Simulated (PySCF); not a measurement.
A calculated (PBE0, PySCF 2.14, cc-pVDZ-DK, the spin-free X2C one-electron Hamiltonian (Gaussian nucleus)) atom or ion has these occupied shells.

```tsv
shell	electrons	orbital energy (eV)	rms radius, mean of both spins (bohr)
1s α	1	-546.30	0.231
1s β	1	-543.82	0.231
2s α	1	-45.598	1.20
2s β	1	-37.830	1.20
2p α	3	-29.021	1.23
```

(1) Name the element and its charge.

Answers

(1) O⁺ (oxygen, charge +1), in [He] 2s2 2p3, high-spin 4S determinant.
